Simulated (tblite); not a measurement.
C4H12BN3O.
Numbering: `[CH3:1][CH2:2][NH:3][B:4]([NH2:5])[NH:6][C:7]([CH3:8])=[O:9]` (hydrogens: H10, H11, H12 on C1; H13, H14 on C2; H15 on N3; H16, H17 on N5; H18 on N6; H19, H20, H21 on C8)

Computed with GFN2-xTB (tblite), gas phase: L-BFGS steps from a force-field or distance-geometry start until the largest atomic force falls under 0.01 eV/Å.

Step 24: E = -784.2189 eV
```
atom  x, y, z in Å  |  force x, y, z in eV/Å
C1     -3.5518    0.3699   -0.2606    0.016   0.105   0.092
C2     -2.1851    0.5080    0.4106   -0.029  -0.069   0.045
N3     -1.1322   -0.2222   -0.2627   -0.002  -0.402  -0.226
B4      0.1323   -0.5823    0.3699    0.118   0.023   0.197
N5      0.2883   -1.1512    1.6305   -0.704  -0.030   0.311
N6      1.3409   -0.2290   -0.3681    0.036  -0.078  -0.014
C7      2.5998   -0.2143    0.1414    0.055  -0.051   0.015
C8      3.5847    0.5737   -0.6948   -0.027   0.120  -0.081
O9      2.9190   -0.7841    1.1644    0.116  -0.055   0.113
H10    -3.4968    0.5040   -1.3382    0.096  -0.004   0.021
H11    -4.0061   -0.6018   -0.0446    0.185   0.139  -0.085
H12    -4.1987    1.1431    0.1480   -0.116  -0.040  -0.050
H13    -2.3301    0.2030    1.4596    0.201   0.032   0.085
H14    -1.8390    1.5488    0.3967   -0.319   0.133   0.162
H15    -1.5133   -0.9314   -0.8738    0.126   0.078  -0.022
H16     1.2013   -1.4647    1.9662   -0.615   0.394  -0.016
H17    -0.5197   -1.2185    2.2605    0.897  -0.226  -0.344
H18     1.2332    0.2648   -1.2397   -0.114  -0.030  -0.068
H19     3.0853    1.4459   -1.0994   -0.008   0.088  -0.246
H20     4.4318    0.9203   -0.1150    0.076  -0.189   0.193
H21     3.9469   -0.0649   -1.4967    0.011   0.061  -0.082
```

Step 25: E = -784.2518 eV
```
atom  x, y, z in Å  |  force x, y, z in eV/Å
C1     -3.5339    0.3756   -0.2525   -0.184   0.016   0.051
C2     -2.1741    0.5018    0.4258   -0.172  -0.045  -0.081
N3     -1.1344   -0.2434   -0.2586    0.066   0.134   0.213
B4      0.1390   -0.5773    0.3686   -0.075  -0.100   0.029
N5      0.2792   -1.1470    1.6284    0.821   0.222  -0.862
N6      1.3412   -0.2335   -0.3834   -0.117  -0.039   0.069
C7      2.5936   -0.2139    0.1387   -0.028  -0.076  -0.048
C8      3.5792    0.5747   -0.6950    0.022   0.036  -0.056
O9      2.9017   -0.7868    1.1661    0.155   0.096  -0.083
H10    -3.4786    0.4923   -1.3259    0.185   0.144  -0.206
H11    -3.9927   -0.5892   -0.0587    0.102  -0.188   0.074
H12    -4.2099    1.1302    0.1388   -0.012   0.098   0.018
H13    -2.3313    0.2156    1.4765    0.260  -0.098   0.099
H14    -1.8478    1.5449    0.4128   -0.101   0.206   0.104
H15    -1.5241   -0.9272   -0.8752    0.002  -0.209  -0.259
H16     1.1968   -1.4111    1.9775   -0.402   0.247   0.030
H17    -0.4964   -1.2382    2.2198   -0.729  -0.348   0.888
H18     1.2170    0.2685   -1.2508   -0.012  -0.082   0.021
H19     3.1044    1.4571   -1.1157   -0.005  -0.024  -0.099
H20     4.4156    0.8901   -0.0891    0.209  -0.042   0.157
H21     3.9467   -0.0659   -1.4938    0.013   0.052  -0.060
```

Step 26: E = -784.2844 eV
```
atom  x, y, z in Å  |  force x, y, z in eV/Å
C1     -3.5342    0.3784   -0.2540   -0.131  -0.037  -0.023
C2     -2.1735    0.5055    0.4225   -0.109   0.002  -0.050
N3     -1.1255   -0.2393   -0.2546   -0.105   0.009   0.089
B4      0.1426   -0.5792    0.3797   -0.141  -0.075  -0.077
N5      0.2782   -1.1452    1.6382   -0.175   0.097  -0.132
N6      1.3472   -0.2470   -0.3741   -0.106  -0.011   0.058
C7      2.6017   -0.2201    0.1422    0.022  -0.031  -0.064
C8      3.5761    0.5785   -0.7015    0.026   0.010  -0.022
O9      2.9188   -0.7887    1.1690    0.128   0.101  -0.088
H10    -3.4794    0.5010   -1.3290    0.170   0.146  -0.138
H11    -3.9851   -0.5914   -0.0667    0.084  -0.173   0.074
H12    -4.2124    1.1280    0.1432   -0.007   0.084   0.013
H13    -2.3271    0.2211    1.4739    0.245  -0.104   0.093
H14    -1.8561    1.5541    0.4126   -0.079   0.125   0.074
H15    -1.5112   -0.9127   -0.8948    0.112  -0.014  -0.098
H16     1.1916   -1.4001    1.9943   -0.290   0.179   0.090
H17    -0.5247   -1.2743    2.2285    0.221  -0.191   0.178
H18     1.2213    0.2521   -1.2427   -0.022  -0.074   0.010
H19     3.0837    1.4535   -1.1212    0.046  -0.039  -0.047
H20     4.4206    0.9010   -0.1045    0.097  -0.061   0.086
H21     3.9384   -0.0582   -1.5069    0.015   0.054  -0.027
```

Step 27: E = -784.3020 eV
```
atom  x, y, z in Å  |  force x, y, z in eV/Å
C1     -3.5375    0.3818   -0.2549   -0.063  -0.083  -0.077
C2     -2.1738    0.5075    0.4170   -0.078   0.056   0.028
N3     -1.1206   -0.2371   -0.2543   -0.207  -0.021  -0.043
B4      0.1423   -0.5794    0.3865   -0.187  -0.065  -0.125
N5      0.2672   -1.1454    1.6437   -0.368   0.036   0.085
N6      1.3513   -0.2568   -0.3642   -0.062   0.020   0.040
C7      2.6101   -0.2240    0.1444    0.013  -0.004  -0.052
C8      3.5761    0.5825   -0.7059    0.016   0.000  -0.009
O9      2.9357   -0.7889    1.1705    0.091   0.101  -0.098
H10    -3.4806    0.5075   -1.3316    0.141   0.148  -0.064
H11    -3.9805   -0.5928   -0.0714    0.055  -0.144   0.070
H12    -4.2158    1.1300    0.1474    0.017   0.040  -0.008
H13    -2.3161    0.2212    1.4698    0.194  -0.098   0.076
H14    -1.8679    1.5627    0.4142   -0.035   0.028   0.027
H15    -1.4983   -0.9079   -0.9078    0.149   0.118   0.003
H16     1.1769   -1.3955    2.0013   -0.118   0.127   0.138
H17    -0.5325   -1.2961    2.2425    0.362  -0.104  -0.020
H18     1.2243    0.2395   -1.2341   -0.033  -0.067  -0.002
H19     3.0710    1.4509   -1.1291    0.099  -0.053   0.027
H20     4.4265    0.9076   -0.1120   -0.020  -0.073  -0.003
H21     3.9330   -0.0501   -1.5178    0.034   0.040   0.007
```

Q: Estimate the geometry and energy of step 28. (The exact step hangs on the optimiser's Hessian estimate; all steps are aligned on step 27, rigid shifts and turns removed.)

A: E = -784.3196 eV, largest force 0.496 eV/Å
```
atom  x, y, z in Å  |  force x, y, z in eV/Å
C1     -3.5385    0.3837   -0.2565   -0.005  -0.077  -0.068
C2     -2.1742    0.5108    0.4161   -0.066   0.056   0.085
N3     -1.1196   -0.2373   -0.2516   -0.196   0.042  -0.069
B4      0.1393   -0.5817    0.3917   -0.208  -0.030  -0.191
N5      0.2535   -1.1427    1.6484   -0.349  -0.079   0.343
N6      1.3541   -0.2690   -0.3562   -0.054   0.052   0.017
C7      2.6170   -0.2286    0.1442   -0.016   0.024  -0.028
C8      3.5744    0.5864   -0.7115    0.011  -0.061   0.010
O9      2.9522   -0.7878    1.1707    0.053   0.106  -0.120
H10    -3.4735    0.5163   -1.3341    0.103   0.138   0.010
H11    -3.9708   -0.5967   -0.0788    0.020  -0.119   0.055
H12    -4.2205    1.1290    0.1502    0.055  -0.028  -0.044
H13    -2.3021    0.2230    1.4717    0.127  -0.087   0.017
H14    -1.8801    1.5720    0.4193    0.020  -0.058  -0.027
H15    -1.4836   -0.8960   -0.9244    0.102   0.167   0.007
H16     1.1624   -1.3734    2.0182   -0.044   0.091   0.114
H17    -0.5399   -1.3309    2.2495    0.391   0.001  -0.150
H18     1.2239    0.2238   -1.2275   -0.031  -0.060  -0.009
H19     3.0622    1.4488   -1.1393    0.116  -0.030   0.099
H20     4.4282    0.9080   -0.1165   -0.091  -0.056  -0.077
H21     3.9268   -0.0408   -1.5295    0.062   0.008   0.026
```

The energy changes by -0.0176 eV. The first-order estimate −F·Δx gives -0.0248 eV and the mean of the old and new forces, exact on a quadratic surface, -0.0176 eV. The step makes an angle of 66° with the force vector and moves no atom by more than 0.036 Å.

The cost below is that of the whole relaxation. Time: 2.8 s of wall time. Hardware: one thread of an Arm Neoverse N1, no GPU, shared host with 64 logical CPUs at a one-minute load of 51.
